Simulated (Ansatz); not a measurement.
Reaction (substitution at a C–Si bond): `C[Si](C)(S)S` + `CO[SiH](O)Cl` → `CO[SiH](Cl)OC` + `C[SiH](S)S`

Program: Ansatz. Geometries: PBE0-D4/def2-TZVP. ΔE: electronic, gas phase. CCSD(T)/CBS is the MP2 limit (def2-TZVPP, def2-QZVPP) plus CCSD(T) − MP2 in def2-TZVPP, frozen cores. DFT in def2-TZVPP. B3LYP here is the variant with VWN-RPA as its local correlation; programs differ in this. Each species was taken in one conformer, which may not be the lowest.

`C[Si](C)(S)S`:

Cartesian coordinates in Å:
```
C -0.183 1.127 1.374
Si 0.332 0.157 -0.130
C -1.025 -0.980 -0.711
S 0.850 1.624 -1.601
S 2.124 -0.979 0.211
H -0.419 0.447 2.197
H 0.622 1.788 1.702
H -1.069 1.732 1.163
H -1.271 -1.716 0.060
H -0.726 -1.519 -1.612
H -1.927 -0.404 -0.934
H 1.203 0.722 -2.532
H 1.488 -1.999 0.813
```

`CO[SiH](O)Cl`:

Z-matrix (Å, degrees):
```
C
O 1 1.411
H 1 1.095 2 111.2
H 1 1.094 2 111.2 3 121.5
H 1 1.090 2 107.9 3 -119.1
Si 2 1.623 1 126.5 3 -65.0
Cl 6 2.059 2 108.1 1 -50.2
O 6 1.621 2 109.2 1 -171.5
H 6 1.472 2 113.4 1 69.1
H 8 0.959 6 118.6 2 55.2
```

`CO[SiH](Cl)OC`:

Z-matrix (Å, degrees):
```
C
O 1 1.411
H 1 1.094 2 111.1
H 1 1.090 2 107.9 3 -119.2
H 1 1.095 2 111.5 3 121.6
Si 2 1.616 1 125.4 3 -62.5
O 6 1.616 2 105.6 1 175.4
Cl 6 2.060 2 110.4 1 56.0
H 6 1.479 2 112.4 1 -61.7
C 7 1.411 6 125.3 2 -175.8
H 10 1.090 7 107.9 6 -177.0
H 10 1.095 7 111.5 6 -57.8
H 10 1.094 7 111.1 6 63.8
```

`C[SiH](S)S`:

```xyz
10

C    -1.037   -1.019   -0.192
Si    0.554   -0.095    0.080
S     0.265    1.022    1.881
S     1.107    1.151   -1.566
H    -1.250   -1.675    0.656
H    -1.873   -0.326   -0.310
H    -0.964   -1.628   -1.095
H     1.713   -1.016    0.192
H     1.456    1.640    1.816
H     0.030    1.948   -1.461
```

CCSD(T)/CBS gives +1.12 eV.

(1) Another level gave +0.98 eV. Which?
A. B2PLYP/def2-TZVPP
B. HF/def2-TZVPP
C. PBE0-D4/def2-TZVPP
D. B3LYP/def2-TZVPP

Largest T1 diagnostic among the species: 0.011.

Answers

(1) D. B3LYP 0.98, HF/def2-TZVPP 0.91, B2PLYP 1.05, PBE0-D4 1.10 eV.

In def2-TZVPP, CCSD(T) changes the Hartree–Fock value by +0.18 eV (the triples alone add +0.02 eV) and MP2 by +0.27 eV. The D4 term adds +0.05 eV with B3LYP and +0.03 eV with PBE0; it sums over pairs of atoms, weighted by their polarisabilities, and B3LYP, whose exchange is more repulsive, gets the larger term.
